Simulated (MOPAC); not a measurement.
Input for MOPAC: PM6 on HBr (SMILES Br).

```
PM6 1SCF PRECISE CHARGE=0 THREADS=1
BrH

Br     0.03431009 1    -0.35400492 1     4.41305852 1
H      0.03724463 1    -0.10802391 1     3.00501441 1
```

Program output:

```
*******************************************************************************
 **                                                                           **
 **                              MOPAC v23.2.5                                **
 **                                                                           **
 *******************************************************************************
 ** MOPAC's Digital Object Identifier: https://doi.org/10.5281/zenodo.6511958 **
 **                                                                           **
 ** Please cite the open-source release paper for use of this MOPAC version:  **
 ** J. E. Moussa and J. J. P. Stewart (2026)                                  **
 ** MOPAC: An open-source semiempirical molecular orbital program             **
 ** J. Open Source Softw., 11(119), 8025, https://doi.org/10.21105/joss.08025 **
 *******************************************************************************

                              PM6 CALCULATION RESULTS

 *******************************************************************************
 *  PM6        - The PM6 Hamiltonian to be used
 *
 *
 *
 *                 CHARGE ON SYSTEM = 0
 *
 *
 *
 *  PRECISE    - TIGHTER CRITERIA TO BE USED
 *  1SCF       - DO 1 SCF AND THEN STOP
 *  THREADS=1  - MULTI-THREADING NOT USED
 *  T=         - A TIME OF 172800.0 SECONDS REQUESTED
 *  DUMP=N     - RESTART FILE WRITTEN EVERY 7200.0 SECONDS REQUESTED
 *******************************************************************************
PM6 1SCF PRECISE CHARGE=0 THREADS=1
 BrH

   ATOM   CHEMICAL          X               Y               Z
  NUMBER   SYMBOL      (ANGSTROMS)     (ANGSTROMS)     (ANGSTROMS)

     1      Br          0.03431009  *  -0.35400492  *   4.41305852  *
     2       H          0.03724463  *  -0.10802391  *   3.00501441  *



          CARTESIAN COORDINATES

    NO.       ATOM           X           Y           Z

     1        Br          0.0343     -0.3540      4.4131
     2         H          0.0372     -0.1080      3.0050

 General Reference for PM6:
 "Optimization of Parameters for Semiempirical Methods V: Modification of NDDO Approximations
 and Application to 70 Elements", J. J. P. Stewart, J. Mol. Mod., 13, 1173-1213 (2007)
 URL: https://link.springer.com/article/10.1007/s00894-007-0233-4

           Empirical Formula: H Br  =     2 atoms



      MOLECULAR POINT GROUP   :   C*v


      RHF CALCULATION, NO. OF DOUBLY OCCUPIED LEVELS = 4


 -------------------------------------------------------------------------------
 PM6 1SCF PRECISE CHARGE=0 THREADS=1
 BrH



     1SCF WAS SPECIFIED, SO BFGS WAS NOT USED
     SCF FIELD WAS ACHIEVED


                              PM6 CALCULATION
                                                       MOPAC v23.2.5 Linux




          FINAL HEAT OF FORMATION =        -15.62046 KCAL/MOL =     -65.35601 KJ/MOL


          COSMO AREA              =         60.36 SQUARE ANGSTROMS
          COSMO VOLUME            =         44.49 CUBIC ANGSTROMS

          IONIZATION POTENTIAL    =         11.147511 EV
          HOMO LUMO ENERGIES (EV) =        -11.148  1.375
          NO. OF FILLED LEVELS    =          4
          MOLECULAR WEIGHT        =         80.9119         POINT GROUP:  C*v

          MOLECULAR DIMENSIONS (Angstroms)

            Atom       Atom       Distance
            H     2   Br     1     1.42937
            H     2   Br     1     0.00000
           Br     1    H     2     0.00000


          SCF CALCULATIONS        =          1





   ATOM   CHEMICAL          X               Y               Z
  NUMBER   SYMBOL      (ANGSTROMS)     (ANGSTROMS)     (ANGSTROMS)

     1      Br          0.03431009  *  -0.35400492  *   4.41305852  *
     2       H          0.03724463  *  -0.10802391  *   3.00501441  *

                             CARTESIAN COORDINATES

   1   Br        0.034310090    -0.354004920     4.413058520
   2    H        0.037244630    -0.108023910     3.005014410


           Empirical Formula: H Br  =     2 atoms



      MOLECULAR POINT GROUP   :   C*v


                  EIGENVALUES
 -27.52366 -15.22530 -11.14751 -11.14751   1.37450 113.41549 113.41549 113.51565
 113.88976 113.88976


              NET ATOMIC CHARGES AND DIPOLE CONTRIBUTIONS

  ATOM NO.   TYPE          CHARGE      No. of ELECS.   s-Pop       p-Pop       d-Pop
    1         Br          -0.191567        7.1916     1.98055     5.20849     0.00252
    2          H           0.191567        0.8084     0.80843
 DIPOLE           X         Y         Z       TOTAL
 POINT-CHG.     0.003     0.226    -1.296     1.315
 HYBRID        -0.000    -0.036     0.204     0.207
 SUM            0.002     0.191    -1.091     1.108


          ATOMIC ORBITAL ELECTRON POPULATIONS

     Atom    s        px        py        pz      x^2-y^2     xz        z^2       yz        xy
    1 Br   1.98055   1.99994   1.97651   1.23205   0.00000   0.00006   0.00220   0.00026   0.00000
    2  H   0.80843

 **********************
 *                    *
 * JOB ENDED NORMALLY *
 *                    *
 **********************




 == MOPAC DONE ==
```

The run finished.

Cost: very roughly 0.020 core-seconds.
